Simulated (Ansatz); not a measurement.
`[SnH3][GeH]1[CH2][O]1`: the same geometry under several functionals.

```yaml
crystal:
  periodic: [false, false, false]
  atoms:
    - {symbol: Sn, position_ang: [-1.281392, 1.090008, -0.997128]}
    - {symbol: Ge, position_ang: [-0.213379, -0.772582, 0.438492]}
    - {symbol: C, position_ang: [1.597743, -0.634634, 1.044110]}
    - {symbol: O, position_ang: [1.453765, -1.195851, -0.243014]}
    - {symbol: H, position_ang: [-1.702341, 0.481152, -2.531864]}
    - {symbol: H, position_ang: [-2.682387, 1.685930, -0.227720]}
    - {symbol: H, position_ang: [-0.135736, 2.339152, -1.154422]}
    - {symbol: H, position_ang: [-0.967832, -2.067441, 0.776318]}
    - {symbol: H, position_ang: [1.940523, -1.322760, 1.818059]}
    - {symbol: H, position_ang: [2.073936, 0.345826, 1.080168]}
basis:
  gaussian: {orbitals: def2-TZVPP}
hamiltonian: {xc: pbe0, dispersion: d4}
output: {orbitals: {seedname: orbitals}}
```

```sh
$ ansatz run in.yaml --threads 4 --pin off --events-out ev --progress --plain --max-ram 10444MiB
```

Output, abridged:

```
Functional definition: PBE0
1547 factors; their error is unknown
mean field evaluation 1: about -65512.9239 eV, gradient 6.1e1 eV
mean field evaluation 2: about -65416.8864 eV, gradient 1.8e2 eV
mean field evaluation 4: about -65520.2016 eV, gradient 1.4e1 eV
mean field evaluation 8: about -65520.6194 eV, gradient 8.2e-2 eV
mean field evaluation 16: about -65520.9627 eV, gradient 4.0e-5 eV
mean field -65520.96273049 eV, -2407.8509686419 hartree, gradient 4.0e-5 eV, S^2 0.000000; 0 other end points of the search recorded, 0 dependent functions left out
reference -65520.96277171 eV, -2407.8509701566 hartree; 37, 37 occupied and 207, 207 virtual orbitals, 1547 factors
Total energy: -65521.14587041 eV, -2407.8576989098 hartree
```

It took 3 s on 4 threads of an Arm Neoverse V2 on a shared host, with 0.71 GiB of host memory at the peak.

Changing it to `hamiltonian: {xc: {name: B97M-V}}` (abridged; 10 s):

```
Functional definition: B97M-V
mean field evaluation 16: about -65520.5022 eV, gradient 1.9e-3 eV
mean field -65520.50215054 eV, -2407.8340426409 hartree, gradient 2.3e-5 eV, S^2 0.000000
Total energy: -65520.50223017 eV, -2407.8340455672 hartree
```

With the line `hamiltonian: {xc: {name: r2SCAN0}, dispersion: d4}` (abridged; 5 s):

```
Functional definition: r2SCAN0
mean field evaluation 16: about -65530.0083 eV, gradient 1.8e-4 eV
mean field -65530.00832110 eV, -2408.1833879653 hartree, gradient 6.5e-5 eV, S^2 0.000000
Total energy: -65530.06995880 eV, -2408.1856531093 hartree
```

With the line `hamiltonian: {xc: {name: PBE-QIDH}}` (abridged; 6 s):

```
Functional definition: PBE-QIDH
mean field evaluation 16: about -65495.9819 eV, gradient 3.1e-4 eV
mean field -65495.98190768 eV, -2406.9329403364 hartree, gradient 3.6e-6 eV, S^2 0.000000
15 core orbitals not correlated: weight in the atoms' cores, before any rotation towards them, 1.000 or more for the frozen orbitals, at most 0.000 for the correlated occupied ones
second order -30.72324273 eV of doubles, -0.00000000 eV of singles
Total energy: -65506.22300467 eV, -2407.3092937088 hartree
```

With the line `hamiltonian: {xc: {name: revPBE}, dispersion: d4}` (abridged; 1.9 s):

```
Functional definition: revPBE
mean field evaluation 16: about -65527.4953 eV, gradient 2.6e-4 eV
mean field -65527.49530157 eV, -2408.0910362012 hartree, gradient 7.1e-5 eV, S^2 0.000000
Total energy: -65528.05961576 eV, -2408.1117743649 hartree
```

Changing it to `hamiltonian: {xc: {name: wB97X-V}}` (abridged; 8 s):

```
Functional definition: wB97X-V
mean field evaluation 16: about -65524.7907 eV, gradient 1.3e-4 eV
mean field -65524.79068526 eV, -2407.9916433851 hartree, gradient 5.0e-5 eV, S^2 0.000000
Total energy: -65524.79068264 eV, -2407.9916432887 hartree
```
